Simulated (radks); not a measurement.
All-electron atom: neutral hydrogen in 1s1 (the NIST ground configuration).

Method: Dirac Kohn-Sham, PBEsol, spin-unpolarised, spherical densities, point nucleus; computed with a radial shooting solver on a logarithmic mesh with Libxc functionals.

Energy parts (eV):
total: -12.242
kinetic: 11.860
electron-nucleus: -25.381
Hartree: 7.800
exchange-correlation: -6.522

Orbitals (lengths in bohr, moments of r in powers of bohr; <r^-3> diverges for s and p1/2; r(max) is where P^2 peaks):
| orbital | occ. | eigenvalue (eV) | r(max) | <r^-3> | <1/r> | small-component weight |
|---|---|---|---|---|---|---|
| 1s1/2 | 1 | -6.3320 | 1.045 | - | 0.9327 | 1.16e-05 |

The highest occupied level is 1s1/2 at -6.332 eV. Summed over all electrons, <r^2> = 3.726 bohr^2, which gives a Langevin (diamagnetic) susceptibility term of -2.95 x 10^-6 cm^3/mol. For comparison, the ionisation energy in NIST's Atomic Spectra Database is 13.598 eV (theoretical). In exact Kohn-Sham theory the highest level is minus the ionisation energy, but local and semilocal functionals leave it too shallow, through self-interaction and a potential that decays too fast; potentials with the right tail come closer. The density falls to 0.001 e/bohr^3 at r = 3.00 bohr.

Beside tabulated values, note that spin-unpolarised runs miss the spin-polarisation part of the exchange energy of open shells.
